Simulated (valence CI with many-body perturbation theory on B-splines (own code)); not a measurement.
**E1 transitions of Ca⁶⁺**

Computed by configuration interaction combined with many-body perturbation theory (CI+MBPT): four valence electrons over a frozen Dirac-Fock core [Ne], radial functions for each j: 11 s, 11 p, 10 d, 8 f, 5 g, 2 h, with the one-electron correlation potential Σ1 (screened to all orders), the two-electron term Σ2, the three-electron term Σ3, Breit, model QED; selected single and double excitations, second order for the rest, scaled by the run's own slope (own B-spline code, finite nucleus).

Against 21 measured levels this calculation errs by 125 cm⁻¹ on average and by 402 at most. These come from a selection out of Sugar and Corliss, J. Phys. Chem. Ref. Data 8, 865 (1979). Levels without a partner in it may be off by more. Among the levels kept, up to 650 cm⁻¹ of a level comes from second order outside the variational space, and about a tenth of that is noise between levels of different J, which matters for small intervals.

Lines 351 to 400 of 571 in falling wavelength, among levels below 659300 cm⁻¹, chosen from the strongest by gf and those to the six lowest levels. Wavelengths and rates use the calculated energies, so an error of 100 cm⁻¹ moves a line at 354.2 Å by 0.035 % and its rate by three times that or more. Electric multipoles are in the length gauge, E1 and E2 with the static RPA response of the core. Weak lines are less certain than strong ones. Lines between different terms over intervals too small for the method are left out, as are lines whose strength nearly cancels. Where a level lies close to another of its J and parity, the split of strength between their lines is uncertain. The highest levels of a list are the least certain.

Names give the largest LS component (configuration and term), which can be under half, so a name can repeat, a term be missing and a line seem to break the LS rules; names also repeat where a configuration has a term twice. Letters in brackets count levels of one name in rising energy.

| λ vac (Å) | λ from measured levels | Upper | Lower | A (s⁻¹) | log gf | Branch % |
| --- | --- | --- | --- | --- | --- | --- |
| 357.1 |  | 3s 3p2 3d 3D_1 [a] | 3s 3p3 3D°_2 | 5.82e+09 | -0.48 | 27.6 |
| 357.0 |  | 3s 3p2 3d 3D_1 [a] | 3s 3p3 3D°_1 | 1.49e+10 | -0.07 | 70.3 |
| 356.9 |  | 3s 3p2 3d 3D_3 [a] | 3s 3p3 3D°_3 | 1.86e+10 | 0.40 | 84.7 |
| 356.8 |  | 3s 3p2 3d 3D_2 [a] | 3s 3p3 3D°_2 | 1.37e+10 | 0.12 | 63.5 |
| 356.7 |  | 3s 3p2 3d 3D_2 [a] | 3s 3p3 3D°_1 | 3.47e+09 | -0.48 | 16.1 |
| 356.5 |  | 3s 3p2 3d 3D_3 [a] | 3s 3p3 3D°_2 | 2.56e+09 | -0.47 | 11.7 |
| 356.1 |  | 3s 3p2 3d 3P_2 [b] | 3s 3p3 3P°_2 | 1.91e+10 | 0.26 | 73.5 |
| 356.1 |  | 3s 3p2 3d 3P_2 [b] | 3s 3p3 3P°_1 | 5.44e+09 | -0.29 | 21.0 |
| 356.0 |  | 3s2 3d2 3P_2 | 3s2 3p 3d 3D°_3 | 1.04e+10 | -0.01 | 22.4 |
| 355.9 |  | 3s2 3d2 3P_1 | 3s2 3p 3d 3D°_2 | 5.53e+09 | -0.50 | 11.7 |
| 355.8 |  | 3p3 3d 3D°_2 [b] | 3p4 3P_2 | 1.18e+09 | -0.95 | 9.9 |
| 355.6 |  | 3s2 3d2 3P_2 | 3s2 3p 3d 3D°_2 | 4.85e+09 | -0.34 | 10.5 |
| 355.4 |  | 3s2 3d2 3P_0 | 3s2 3p 3d 3D°_1 | 6.04e+09 | -0.94 | 12.7 |
| 355.3 |  | 3p3 3d 3P°_2 [a] | 3p4 3P_1 | 3.49e+09 | -0.48 | 21.3 |
| 355.1 |  | 3s2 3d2 3P_1 | 3s2 3p 3d 3D°_1 | 4.99e+09 | -0.55 | 10.5 |
| 354.5 |  | 3p3 3d 1P°_1 | 3p4 3P_2 | 2.10e+09 | -0.93 | 8.7 |
| 354.2 | 354.4 | 3s2 3p 3d 3P°_2 | 3s2 3p2 3P_2 | 1.17e+10 | 0.04 | 45.8 |
| 353.3 |  | 3p3 3d 3P°_1 [b] | 3p4 3P_2 | 1.77e+10 | 0.00 | 81.2 |
| 352.9 |  | 3s 3p 3d2 5D°_4 | 3s 3p2 3d 5F_5 | 7.60e+09 | 0.11 | 50.6 |
| 352.3 |  | 3s 3p 3d2 5D°_3 | 3s 3p2 3d 5F_4 | 6.57e+09 | -0.07 | 43.1 |
| 352.2 |  | 3p3 3d 3P°_2 [a] | 3p4 3P_2 | 9.72e+09 | -0.04 | 59.4 |
| 352.2 |  | 3s 3p 3d2 5P°_1 | 3s 3p2 3d 5D_2 | 7.77e+09 | -0.36 | 35.0 |
| 352.0 |  | 3s 3p2 3d 1D_2 [a] | 3s 3p3 1D°_2 | 1.96e+10 | 0.26 | 91.6 |
| 351.9 | 352.0 | 3s2 3p 3d 3P°_1 | 3s2 3p2 3P_2 | 8.68e+09 | -0.32 | 35.6 |
| 351.9 |  | 3s 3p 3d2 5P°_1 | 3s 3p2 3d 5D_1 | 9.78e+09 | -0.26 | 44.1 |
| 351.8 |  | 3s 3p 3d2 5D°_2 | 3s 3p2 3d 5F_3 | 6.26e+09 | -0.24 | 40.7 |
| 351.7 |  | 3s 3p 3d2 5P°_1 | 3s 3p2 3d 5D_0 | 4.36e+09 | -0.62 | 19.6 |
| 351.5 |  | 3s 3p2 3d 3P_2 [c] | 3s 3p3 3S°_1 | 3.84e+10 | 0.55 | 62.0 |
| 351.4 |  | 3s 3p 3d2 5D°_1 | 3s 3p2 3d 5F_2 | 6.69e+09 | -0.43 | 43.1 |
| 351.3 |  | 3s 3p 3d2 5D°_4 | 3s 3p2 3d 5F_4 | 2.28e+09 | -0.42 | 15.2 |
| 351.2 | 351.4 | 3s2 3p 3d 3P°_2 | 3s2 3p2 3P_1 | 8.77e+09 | -0.09 | 34.4 |
| 351.1 |  | 3s2 3p 3d 1P°_1 | 3s2 3p2 1S_0 | 3.15e+10 | 0.24 | 99.6 |
| 351.1 |  | 3s 3p 3d2 5D°_3 | 3s 3p2 3d 5F_3 | 3.21e+09 | -0.38 | 21.1 |
| 351.0 |  | 3s 3p 3d2 5D°_0 | 3s 3p2 3d 5F_1 | 1.11e+10 | -0.69 | 71.3 |
| 350.9 |  | 3s 3p 3d2 5D°_2 | 3s 3p2 3d 5F_2 | 3.78e+09 | -0.46 | 24.6 |
| 350.8 |  | 3s 3p 3d2 5D°_1 | 3s 3p2 3d 5F_1 | 4.17e+09 | -0.64 | 26.9 |
| 350.6 |  | 3s2 3d2 1S_0 | 3s2 3p 3d 1P°_1 | 4.58e+10 | -0.07 | 99.0 |
| 350.1 |  | 3s2 3p 3d 1D°_2 | 3s2 3p2 3P_2 | 1.39e+09 | -0.90 | 4.7 |
| 349.9 |  | 3s 3p2 3d 3P_1 [c] | 3s 3p3 3S°_1 | 3.42e+10 | 0.27 | 55.3 |
| 349.7 |  | 3p3 3d 3P°_2 [b] | 3p4 3P_1 | 3.66e+09 | -0.47 | 14.6 |
| 349.3 |  | 3s 3p2 3d 3P_0 [c] | 3s 3p3 3S°_1 | 3.60e+10 | -0.18 | 57.5 |
| 348.9 | 349.0 | 3s2 3p 3d 3P°_1 | 3s2 3p2 3P_1 | 2.89e+09 | -0.80 | 11.9 |
| 348.5 |  | 3p3 3d 3P°_1 [c] | 3p4 3P_0 | 7.47e+09 | -0.39 | 25.5 |
| 348.3 |  | 3s2 3d2 3P_1 | 3s2 3p 3d 1D°_2 | 3.83e+09 | -0.68 | 8.1 |
| 347.9 | 348.0 | 3s2 3p 3d 3P°_0 | 3s2 3p2 3P_1 | 2.42e+10 | -0.36 | 100.0 |
| 347.9 |  | 3s2 3d2 3P_2 | 3s2 3p 3d 1D°_2 | 3.62e+09 | -0.48 | 7.8 |
| 347.4 |  | 3s2 3d2 3P_1 | 3s2 3p 3d 3P°_0 | 1.12e+10 | -0.22 | 23.8 |
| 347.4 |  | 3p3 3d 3P°_1 [c] | 3p4 3P_1 | 7.18e+09 | -0.41 | 24.5 |
| 347.1 |  | 3s2 3p 3d 1D°_2 | 3s2 3p2 3P_1 | 2.23e+09 | -0.70 | 7.5 |
| 346.9 | 347.0 | 3s2 3p 3d 3P°_1 | 3s2 3p2 3P_0 | 1.27e+10 | -0.16 | 52.1 |
